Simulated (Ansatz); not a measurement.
`C#C[SiH2][GaH2]` + H–F → `F[SiH2][GaH2]` + acetylene  (ligand exchange at the Si–C bond)

Calculated with Ansatz (gas phase, PBE0-D4/def2-TZVP geometries, no zero-point term in ΔE). CBS: MP2 limit from def2 TZ/QZ plus the TZ coupled-cluster correction, frozen cores. This one scheme is used for every species. DFT in def2-TZVPP. HSE06 is defined as in plane-wave codes. For Ga outer-core shells are correlated without core-valence functions, which leaves a few kJ/mol of doubt a bond. Scalar relativity is left out up to krypton.

`C#C[SiH2][GaH2]`:

Cartesian coordinates in Å:
```
C 1.810 1.727 -0.720
C 1.167 0.709 -0.638
Si 0.146 -0.793 -0.457
Ga -1.646 -0.464 1.132
H 2.382 2.623 -0.797
H 1.031 -1.911 -0.027
H -0.404 -1.148 -1.795
H -1.874 0.918 1.842
H -2.612 -1.662 1.461
```

H–F:

Cartesian coordinates in Å:
```
F -0.435 0.144 -0.039
H 0.435 -0.144 0.039
```

`F[SiH2][GaH2]`:

Z-matrix (Å, degrees):
```
Si
Ga 1 2.418
F 1 1.610 2 111.9
H 1 1.490 2 111.5 3 -120.0
H 1 1.490 2 111.5 3 120.0
H 2 1.573 1 118.5 3 180.0
H 2 1.569 1 122.6 3 -0.0
```

`C#C`:

```xyz
4

C     0.361   -0.177    0.443
C    -0.361    0.177   -0.443
H     1.004   -0.492    1.232
H    -1.004    0.492   -1.232
```

```tsv
level	ΔE (kJ/mol)	difference from CCSD(T)/CBS
PBE-D4	-70.5	8.3
BLYP-D4	-81.6	-2.8
PBE0-D4	-71.8	7.0
HSE06-D4	-71.2	7.6
BHLYP-D4	-87.5	-8.7
ωB97X-V	-85.7	-6.9
PBE	-75.0	3.8
r2SCAN0	-81.5	-2.7
CAM-B3LYP	-94.8	-16.0
CCSD(T)/def2-SVP	-74.8	4.0
HF/def2-TZVPP	-101.1	-22.3
MP2/def2-TZVPP	-73.2	5.6
CCSD(T)/def2-TZVPP	-77.5	1.3
SCS-MP2/def2-QZVPP	-81.7	-2.9
MP2/CBS(def2)	-74.4	4.4
CCSD/CBS(def2)	-83.0	-4.2
CCSD(T)/CBS	-78.8	0
```

(1) What do rigid-rotor, harmonic-oscillator terms from PBE0-D4/def2-TZVP frequencies (298.15 K, 1 bar) make of the CCSD(T)/CBS value? (Best estimate.)

Largest T1 diagnostic among the species: 0.014.

## Answers

(1) Computed: ΔZPE = +3.4 kJ/mol, ΔH = -78.1 kJ/mol, ΔS = -9 J/(mol·K), ΔG = -75.3 kJ/mol. Modes under 50 cm⁻¹ make the entropy rough.

In def2-TZVPP, CCSD(T) changes the Hartree–Fock value by +23.6 kJ/mol (the triples alone add +4.3 kJ/mol) and MP2 by +27.9 kJ/mol. The D4 term adds +7.3 kJ/mol with B3LYP and +4.1 kJ/mol with PBE0; it sums over pairs of atoms, weighted by their polarisabilities, and B3LYP, whose exchange is more repulsive, gets the larger term. From BLYP to BHLYP (50 % exact exchange), in def2-TZVPP and without D4, ΔE moves by −3.7 kJ/mol.

B3LYP here is the variant with VWN-RPA as its local correlation; programs differ in this.
